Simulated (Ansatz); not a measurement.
Program: Ansatz. Geometries: PBE0-D4/def2-TZVP. ΔE: electronic, gas phase. CCSD(T)/CBS adds triple-zeta CCSD(T) − MP2 to the extrapolated MP2 energy (def2 sets, frozen cores). Functionals use def2-TZVPP. One conformer a species, not always the lowest.

Reaction (formal exchange of groups at a B–O bond): `COBS` + `CBCl` → `SBBCl` + `COC`

CCSD(T)/CBS gives +2.40 eV.

**Question.** Another level gave +2.30 eV. Which?
A. revPBE-D4/def2-TZVPP
B. ωB97X-V/def2-TZVPP
C. HF/def2-TZVPP
D. PBE/def2-TZVPP

**Answer.** D. PBE 2.30, ωB97X-V 2.35, HF/def2-TZVPP 2.41, revPBE-D4 2.25 eV.

Largest T1 diagnostic among the species: 0.015.

From PBE to PBE0 (25 % exact exchange), in def2-TZVPP and without D4, ΔE moves by +0.05 eV. Leaving LDA and LC-ωPBE aside and taking each functional with its dispersion term where it has one, the values, not all of them listed here, spread over 0.19 eV, from revPBE-D4 to ωB97M-V. LDA lies +0.10 eV from PBE without D4.
